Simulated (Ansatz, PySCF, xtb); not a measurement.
Stretching the B1–H3 bond in aminoborane (SMILES BN) (multiplicity 1 held, fragments rigid). Energies count from the point at 1.193 Å.
Geometry at that point (charge 0, multiplicity 1):
```json
[
 {"atom": "B", "x (Å)": "-0.7760", "y (Å)": "0.0448", "z (Å)": "-0.0030"},
 {"atom": "N", "x (Å)": "0.6093", "y (Å)": "-0.0352", "z (Å)": "0.0024"},
 {"atom": "H", "x (Å)": "-1.4138", "y (Å)": "-0.9629", "z (Å)": "-0.0311"},
 {"atom": "H", "x (Å)": "-1.2939", "y (Å)": "1.1191", "z (Å)": "0.0205"},
 {"atom": "H", "x (Å)": "1.2097", "y (Å)": "0.7728", "z (Å)": "0.0253"},
 {"atom": "H", "x (Å)": "1.1130", "y (Å)": "-0.9068", "z (Å)": "-0.0162"}
]
```

Unrestricted levels (U-) break spin symmetry where that is lower. Curves can end on different states.

Rows in 3-21G carry no dispersion term and start afresh at each structure.

The values were computed with Ansatz (an electronic-structure program); PySCF for 3-21G rows; xtb for the GFN methods.  The GFN methods have no spin term and hold the electronic entropy of 300 K.

Problem. One of these levels gives 105.28 kcal/mol for the energy at R = 3.817 Å. Which one is it?
(A) U-r2SCAN/cc-pVTZ
(B) R-HF/3-21G
(C) GFN2-xTB

Solution. A, U-r2SCAN/cc-pVTZ. The others give 121.08 (GFN2-xTB), 182.34 (R-HF/3-21G)

Doubts at one or more of the structures used: a restricted determinant that unrestricted orbitals would lower (R-HF/3-21G); a spin-contaminated determinant (U-r2SCAN/cc-pVTZ).
